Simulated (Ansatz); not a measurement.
Total energies of C2H3NOSe, SMILES `NC1[Se]C1=O`.

Cartesian coordinates in Å:
```
N -0.827 -0.859 0.328
C 0.057 0.173 0.436
Se 2.058 0.144 -0.415
C 0.405 1.001 -0.713
O -0.119 1.737 -1.486
H -0.767 -1.581 1.029
H -0.980 -1.220 -0.602
H 0.173 0.605 1.423
```

The species carries charge 0 and has multiplicity 1. Correlated methods include outer-core shells of Se, which these sets cover unevenly. Scalar relativity is left out up to krypton. Geometry: relaxed with PBE0-D4/def2-TZVP. It is one conformer, not always the lowest. Basis def2-TZVPP, Ansatz.

RPA on PBE orbitals: Hartree–Fock energy of these orbitals -2606.60184 Eh, correlation -1.57715 Eh (frozen core).

```json
{"functional": "LDA (SPW92)", "energy without D4 (Eh)": "-2604.51156", "D4 term (kJ/mol)": "–"}
{"functional": "PBE", "energy without D4 (Eh)": "-2609.01683", "D4 term (kJ/mol)": "-18.1"}
{"functional": "revPBE", "energy without D4 (Eh)": "-2609.35627", "D4 term (kJ/mol)": "-57.0"}
{"functional": "BLYP", "energy without D4 (Eh)": "-2609.59447", "D4 term (kJ/mol)": "-40.6"}
{"functional": "r2SCAN", "energy without D4 (Eh)": "-2609.48583", "D4 term (kJ/mol)": "-4.2"}
{"functional": "B97M-V", "energy without D4 (Eh)": "-2609.13397", "D4 term (kJ/mol)": "–"}
{"functional": "PBE0", "energy without D4 (Eh)": "-2609.08539", "D4 term (kJ/mol)": "-15.2"}
{"functional": "B3LYP", "energy without D4 (Eh)": "-2609.63795", "D4 term (kJ/mol)": "-29.5"}
{"functional": "r2SCANh", "energy without D4 (Eh)": "-2609.46656", "D4 term (kJ/mol)": "-4.5"}
{"functional": "r2SCAN0", "energy without D4 (Eh)": "-2609.43937", "D4 term (kJ/mol)": "-5.0"}
{"functional": "HSE06 (plane-wave form)", "energy without D4 (Eh)": "-2609.07888", "D4 term (kJ/mol)": "-14.1"}
{"functional": "BHLYP", "energy without D4 (Eh)": "-2609.45887", "D4 term (kJ/mol)": "-22.2"}
{"functional": "CAM-B3LYP", "energy without D4 (Eh)": "-2609.62840", "D4 term (kJ/mol)": "-15.3"}
{"functional": "LC-ωPBE", "energy without D4 (Eh)": "-2609.12456", "D4 term (kJ/mol)": "–"}
{"functional": "ωB97X-V", "energy without D4 (Eh)": "-2609.30563", "D4 term (kJ/mol)": "–"}
{"functional": "ωB97M-V", "energy without D4 (Eh)": "-2609.39426", "D4 term (kJ/mol)": "–"}
{"functional": "B2PLYP", "energy without D4 (Eh)": "-2609.06758", "D4 term (kJ/mol)": "–"}
{"functional": "PBE-QIDH", "energy without D4 (Eh)": "-2608.72938", "D4 term (kJ/mol)": "–"}
```

B3LYP takes the VWN-RPA correlation (the form of Gaussian; ORCA's B3LYP/G). HSE06 is the plane-wave form, built on full-range PBE exchange. The double hybrids freeze the cores in their second-order part.

LC-ωPBE has ω = 0.4 bohr⁻¹.
